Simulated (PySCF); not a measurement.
# Sulfur: a sound run and one with changed settings

Sound run: S(2+) [Ne] 3s2 3p2, S(3+) [Ne] 3s2 3p1. Computed with PySCF 2.14 in cc-pV(D+d)Z, with no relativity, point nucleus. The sound run starts from symmetry-adapted Hartree-Fock orbitals and uses a fine grid where one is needed.

A second run was set up differently.

```tsv
species	method	sound run (hartree)	changed run (hartree)	converged
S(2+)	UHF	-396.32304	-396.32304	yes
S(2+)	M06-L	-396.85733	-395.77049	yes
S(2+)	M06-2X	-396.85031	-396.53040	yes
S(3+)	UHF	-395.06882	-395.06882	yes
S(3+)	M06-L	-395.58288	-394.70253	yes
S(3+)	M06-2X	-395.57752	-395.29413	yes
```

Ionisation energy of S(2+):

```
method  sound run (eV)  changed run (eV)
   UHF          34.129            34.129
 M06-L          34.680            29.061
M06-2X          34.634            33.641
```

Problem. What was changed?
A. basis contracted for another Hamiltonian
B. too few SCF iterations
C. radial grid too coarse
D. all electrons correlated in a valence basis

Solution. C. It used radial step 1.2 in ln r (0.13 in the sound run). A coarse radial grid mis-integrates the density and the exchange-correlation energy, with errors of either sign; Hartree-Fock needs no grid.
